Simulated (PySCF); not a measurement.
## How methods differ on the ionisation energy of Se⁺

Se⁺ [Ar] 3d10 4s2 4p3 (4S) → Se²⁺ [Ar] 3d10 4s2 4p2 (3P), as a difference of total energies. Computed with PySCF 2.14 in def2-SVP (5s4p3d, 32 functions), with no relativity, point nucleus. Correlated levels: valence: [Ar] 3d10 frozen. The calculations carry no spin-orbit coupling.

| method | ionisation energy (eV) |
| --- | --- |
| UHF | 20.878 |
| MN15 | 21.465 |
| M06-L | 21.125 |
| MP2 (valence) | 21.239 |
| SCS-MP2 (valence) | 21.109 |
| CCSD (valence) | 21.179 |
| CCSD(T) (valence) | 21.184 |

**Question.** How much does correlation contribute at CCSD(T) (valence)?

**Answer.** 21.184 − (20.878) = 0.306 eV, measured against UHF.

These non-relativistic numbers lack the scalar-relativistic shift.

The reference lies between the lowest fine-structure levels, while these numbers refer to the centres of the terms.

Errors of the correlated levels include the incompleteness of this basis and the frozen core.

For comparison: 21.196 ± 0.01 eV (measured; NIST Atomic Spectra Database, ionization energies).
